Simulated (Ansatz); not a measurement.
The cluster Ga₂As₃. Charge 0, multiplicity 2. Geometry r2SCAN-D4/def2-SVP; atoms count from 1.

Cartesian coordinates in Å:
```
Ga -1.570 -0.502 -1.124
Ga 1.852 -0.726 0.152
As -0.489 -1.064 1.124
As 0.506 0.990 -1.183
As -0.299 1.302 1.030
```

Another isomer (doublet) lies 0.34 eV lower at PBE0-D4/def2-TZVP; other spin states weren't run for this one.

Problem. Estimate the Mulliken populations from the PBE0/def2-TZVP orbitals of Ansatz.

Solution. 
```json
{"atom": "Ga1", "charge (e)": "0.24", "spin (α − β)": "0.02"}
{"atom": "Ga2", "charge (e)": "0.24", "spin (α − β)": "0.02"}
{"atom": "As3", "charge (e)": "-0.21", "spin (α − β)": "0.51"}
{"atom": "As4", "charge (e)": "-0.21", "spin (α − β)": "0.51"}
{"atom": "As5", "charge (e)": "-0.06", "spin (α − β)": "-0.06"}
```
Mulliken values depend strongly on the basis.

Problem. Where does the spin sit?

Solution. Summed by element: Ga 0.04, As 0.96, of 1 unpaired in all. Largest on single atoms: As3 0.51, As4 0.51, As5 -0.06.

Problem. And the Mayer bond orders between heavy atoms (over 0.3)?

Solution. Ga1–As3 0.65 (2.56 Å); Ga1–As4 0.65 (2.56 Å); Ga1–As5 0.32 (3.08 Å); Ga2–As3 0.65 (2.56 Å); Ga2–As4 0.65 (2.56 Å); Ga2–As5 0.32 (3.08 Å); As3–As4 0.44 (3.24 Å); As3–As5 1.21 (2.38 Å); As4–As5 1.21 (2.38 Å).
